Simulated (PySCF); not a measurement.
**Chromium: a sound run and one with changed settings**

Sound run: Cr⁺ [Ar] 3d5, Cr²⁺ [Ar] 3d4. Calculation: PySCF 2.14, in cc-pVTZ-DK (7s6p4d2f1g, 68 functions); scalar relativity by spin-free X2C-1e. In the sound run the correlated levels freeze [Ar]. The sound run starts from symmetry-adapted Hartree-Fock orbitals and uses a fine grid where one is needed.

Changed run: basis STO-3G, all-electron and non-relativistic. This setting is unsound on purpose.

```json
{"species": "Cr⁺", "method": "UHF", "sound run (hartree)": "-1049.43361", "changed run (hartree)": "-1032.00295", "converged": "yes"}
{"species": "Cr⁺", "method": "TPSS", "sound run (hartree)": "-1050.54843", "changed run (hartree)": "-1032.86121", "converged": "yes"}
{"species": "Cr⁺", "method": "PBE", "sound run (hartree)": "-1050.29094", "changed run (hartree)": "-1032.55889", "converged": "yes"}
{"species": "Cr⁺", "method": "MP2", "sound run (hartree)": "-1049.51015", "changed run (hartree)": "-1032.00330", "converged": "yes"}
{"species": "Cr²⁺", "method": "UHF", "sound run (hartree)": "-1048.88210", "changed run (hartree)": "-1031.74017", "converged": "yes"}
{"species": "Cr²⁺", "method": "TPSS", "sound run (hartree)": "-1049.92938", "changed run (hartree)": "-1032.57933", "converged": "yes"}
{"species": "Cr²⁺", "method": "PBE", "sound run (hartree)": "-1049.66020", "changed run (hartree)": "-1032.27102", "converged": "yes"}
{"species": "Cr²⁺", "method": "MP2", "sound run (hartree)": "-1048.92285", "changed run (hartree)": "-1031.74029", "converged": "yes"}
```

Ionisation energy of Cr⁺:

```
 method  sound run (eV)  changed run (eV)
    UHF          15.007             7.151
   TPSS          16.845             7.671
    PBE          17.163             7.833
    MP2          15.981             7.157
SCS-MP2          15.332             7.153
```

A minimal basis cannot let orbitals breathe on ionisation and holds almost no correlation. The Hamiltonian changed with the basis, so the totals do not compare.

For comparison, NIST gives 16.486 eV between the lowest levels.
